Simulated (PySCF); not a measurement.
**PySCF run on BTe**

The script input.py:

```python
from pyscf import gto, dft

mol = gto.M(
    atom='B 0 0 0; Te 0 0 2.455',
    basis='def2-svpd',
    ecp={'Te': 'def2-svpd'},
    charge=0,
    spin=1,
    verbose=4,
)
mf = dft.UKS(mol, xc='r2scan')
mf.kernel()
mf.mulliken_pop()
mf.dip_moment()
print('orbital energies (hartree):', [e[max(0, n-3):n+3].round(4) for e, n in zip(mf.mo_energy, mol.nelec)])
```

```bash
$ python input.py
```

It prints (some set-up lines and the per-cycle HOMO/LUMO lines with their warnings removed):

```
PySCF version 2.14.0

[INPUT] Symbol           X                Y                Z      unit          X                Y                Z       unit  Magmom
[INPUT]  1 B      0.000000000000   0.000000000000   0.000000000000 AA    0.000000000000   0.000000000000   0.000000000000 Bohr   0.0
[INPUT]  2 Te     0.000000000000   0.000000000000   2.455000000000 AA    0.000000000000   0.000000000000   4.639277635807 Bohr   0.0

nuclear repulsion = 25.8660958494501
number of shells = 21
number of NR pGTOs = 100
number of NR cGTOs = 55
basis = def2-svpd
ecp = {'Te': 'def2-svpd'}

******** <class 'pyscf.dft.uks.UKS'> ********
method = UKS
initial guess = minao
damping factor = 0
level_shift factor = 0
DIIS = <class 'pyscf.scf.diis.CDIIS'>
SCF conv_tol = 1e-09
SCF max_cycles = 50
number electrons alpha = 15  beta = 14
XC functionals = r2scan

grids dens level: 3
tot grids = 36008
init E= -264.956824254523

cycle= 1 E= -290.333677728764  delta_E= -25.4  |g|= 2.09  |ddm|=  6.4

cycle= 2 E= -282.781685685987  delta_E= 7.55  |g|= 3.07  |ddm|= 9.44
cycle= 3 E= -291.879467221744  delta_E= -9.1  |g|= 0.705  |ddm|= 7.91
cycle= 4 E= -288.366516271545  delta_E= 3.51  |g|= 1.86  |ddm|= 2.92

cycle= 5 E= -290.587296790136  delta_E= -2.22  |g|= 1.34  |ddm|= 1.37
cycle= 6 E= -291.639520152158  delta_E= -1.05  |g|= 1.03  |ddm|= 0.627
cycle= 7 E= -291.729245139256  delta_E= -0.0897  |g|= 0.992  |ddm|= 0.191
cycle= 8 E= -291.820996089761  delta_E= -0.0918  |g|= 0.931  |ddm|= 0.113
cycle= 9 E= -292.648083124005  delta_E= -0.827  |g|= 0.369  |ddm|=  1.1
cycle= 10 E= -292.656408989465  delta_E= -0.00833  |g|= 0.348  |ddm|= 0.221
cycle= 11 E= -292.712818723456  delta_E= -0.0564  |g|= 0.26  |ddm|= 0.128
cycle= 12 E= -292.75602859661  delta_E= -0.0432  |g|= 0.17  |ddm|= 0.567
cycle= 13 E= -292.786389361612  delta_E= -0.0304  |g|= 0.0131  |ddm|= 0.219
cycle= 14 E= -292.787287685819  delta_E= -0.000898  |g|= 0.0225  |ddm|= 0.112
cycle= 15 E= -292.788110046864  delta_E= -0.000822  |g|= 0.0101  |ddm|= 0.0665
cycle= 16 E= -292.788434741448  delta_E= -0.000325  |g|= 0.00653  |ddm|= 0.0831
cycle= 17 E= -292.788498725932  delta_E= -6.4e-05  |g|= 0.00211  |ddm|= 0.0172
cycle= 18 E= -292.788519886389  delta_E= -2.12e-05  |g|= 0.000766  |ddm|= 0.0244
cycle= 19 E= -292.788521623823  delta_E= -1.74e-06  |g|= 0.000318  |ddm|= 0.00866
cycle= 20 E= -292.78852173549  delta_E= -1.12e-07  |g|= 4.69e-05  |ddm|= 0.000663
cycle= 21 E= -292.788521745317  delta_E= -9.83e-09  |g|= 1.92e-05  |ddm|= 0.000461
cycle= 22 E= -292.788521747983  delta_E= -2.67e-09  |g|= 1.04e-05  |ddm|= 0.000183
cycle= 23 E= -292.788521748786  delta_E= -8.03e-10  |g|= 9.73e-06  |ddm|= 0.000148
Extra cycle  E= -292.788521745777  delta_E= 3.01e-09  |g|= 5.59e-05  |ddm|= 8.54e-05
converged SCF energy = -292.788521745777  <S^2> = 0.82614258  2S+1 = 2.0747458
 ** Mulliken pop       alpha | beta **
pop of  0 B 1s        0.99545 | 0.99446
pop of  0 B 2s        0.66148 | 0.49242
pop of  0 B 3s        0.24563 | 0.23289
pop of  0 B 4s       -0.00835 | 0.00479
pop of  0 B 2px       0.14036 | 0.05769
pop of  0 B 2py       0.14037 | 0.05769
pop of  0 B 2pz       0.33877 | 0.04334
pop of  0 B 3px       0.11651 | 0.05519
pop of  0 B 3py       0.11652 | 0.05518
pop of  0 B 3pz       0.15177 | 0.01853
pop of  0 B 3dxy     -0.00000 | -0.00000
pop of  0 B 3dyz      0.00048 | 0.00183
[43 lines left out]
In total            15.00000 | 14.00000
 ** Mulliken atomic charges   ( Nelec_alpha | Nelec_beta ) **
charge of  0B =      0.04064  (     2.92047      2.03890 )
charge of  1Te =     -0.04064  (    12.07953     11.96110 )
Dipole moment(X, Y, Z, Debye):  0.00000, -0.00000, -0.79932
orbital energies (hartree): [array([-0.2756, -0.2262, -0.2262, -0.1461, -0.1461, -0.0557]), array([-0.3674, -0.2244, -0.2244, -0.1904, -0.1099, -0.1099])]
```

In short: E(SCF) = -292.788522 Eh, ⟨S²⟩ = 0.826, μz(SCF) = -0.80 D.

Wall time 9.1 s on one thread of a shared host.

The bond length is a typed value, not an optimised one. No search for the lowest solution was made.
